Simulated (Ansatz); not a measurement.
Gas-phase electronic energies from Ansatz, PBE0-D4/def2-TZVP geometries. CCSD(T)/CBS adds triple-zeta CCSD(T) − MP2 to the extrapolated MP2 energy (def2 sets, frozen cores). DFT in def2-TZVPP. B3LYP here is the variant with VWN-RPA as its local correlation; programs differ in this. HSE06 is defined as in plane-wave codes. Open shells (•) are unrestricted, without spin–orbit coupling. One conformer a species, not always the lowest.

Reaction (homolysis of the Si–Si bond): `C[SiH2][SiH2]N` → `C[SiH2]`• + `N[SiH2]`•

`C[SiH2][SiH2]N`:

Z-matrix (Å, degrees):
```
C
Si 1 1.878
H 1 1.092 2 110.7
H 1 1.092 2 110.9 3 -120.0
H 1 1.092 2 110.7 3 119.8
Si 2 2.342 1 111.4 3 -61.3
H 2 1.491 1 110.2 3 61.0
H 2 1.494 1 109.8 3 178.6
N 6 1.725 2 109.1 1 -172.0
H 6 1.500 2 108.1 1 -45.9
H 6 1.490 2 111.2 1 69.7
H 9 1.008 6 119.9 2 -170.2
H 9 1.007 6 119.3 2 47.6
```

`C[SiH2]`•:

Z-matrix (Å, degrees):
```
C
Si 1 1.875
H 1 1.092 2 110.8
H 1 1.094 2 110.5 3 119.9
H 1 1.092 2 110.8 3 -120.2
H 2 1.490 1 111.8 3 178.7
H 2 1.491 1 111.8 3 -58.2
```

`N[SiH2]`•:

Z-matrix (Å, degrees):
```
N
Si 1 1.725
H 1 1.008 2 119.9
H 1 1.008 2 119.9 3 143.6
H 2 1.493 1 107.3 3 167.6
H 2 1.493 1 107.3 3 48.9
```

```csv
level,ΔE (kJ/mol),difference from CCSD(T)/CBS
LDA (SPW92),341.4,14.4
PBE-D4,305.1,-21.9
revPBE-D4,295.9,-31.1
BLYP-D4,295.0,-32.0
r2SCAN-D4,296.3,-30.7
B97M-V,318.5,-8.5
PBE0-D4,310.8,-16.2
r2SCANh-D4,297.4,-29.6
r2SCAN0-D4,299.1,-27.9
HSE06-D4,310.6,-16.4
BHLYP-D4,311.5,-15.5
CAM-B3LYP-D4,309.8,-17.2
ωB97X-V,329.3,2.3
ωB97M-V,326.7,-0.3
B2PLYP,304.1,-22.9
PBE-QIDH,316.3,-10.7
PBE,296.3,-30.7
revPBE,279.5,-47.5
BLYP,278.1,-48.9
r2SCAN,293.7,-33.3
PBE0,302.9,-24.1
B3LYP,291.5,-35.5
r2SCANh,294.6,-32.4
r2SCAN0,296.0,-31.0
BHLYP,299.0,-28.0
CAM-B3LYP,301.4,-25.6
LC-ωPBE,306.2,-20.8
RPA@PBE/def2-TZVPP,300.9,-26.1
HF/def2-SVP,235.8,-91.2
MP2/def2-SVP,301.4,-25.6
CCSD/def2-SVP,296.4,-30.6
CCSD(T)/def2-SVP,300.2,-26.8
HF/def2-TZVPP,232.9,-94.1
MP2/def2-TZVPP,317.9,-9.1
SCS-MP2/def2-TZVPP,319.9,-7.1
CCSD/def2-TZVPP,310.7,-16.3
HF/def2-QZVPP,231.7,-95.3
SCS-MP2/def2-QZVPP,326.6,-0.4
HF/CBS(def2),231.5,-95.5
MP2/CBS(def2),328.6,1.6
CCSD(T)/CBS,327.0,0
```

Largest T1 diagnostic among the species: 0.015.

From BLYP to BHLYP (50 % exact exchange), in def2-TZVPP and without D4, ΔE moves by +20.9 kJ/mol. At CCSD(T), def2-SVP lies −26.8 kJ/mol from the extrapolated value and def2-TZVPP −10.7 kJ/mol: correlation converges slowly with the basis, and small sets miss more of it in the bonded molecule than in its fragments. Leaving LDA and LC-ωPBE aside and taking each functional with its dispersion term where it has one, the values spread over 34.3 kJ/mol, from BLYP-D4 to ωB97X-V. LDA lies +45.0 kJ/mol from PBE without D4, its usual overbinding.

CCSD(T)/CBS has its own doubt, a few kJ/mol and more with outer-core shells, so smaller differences from it don't rank the levels.
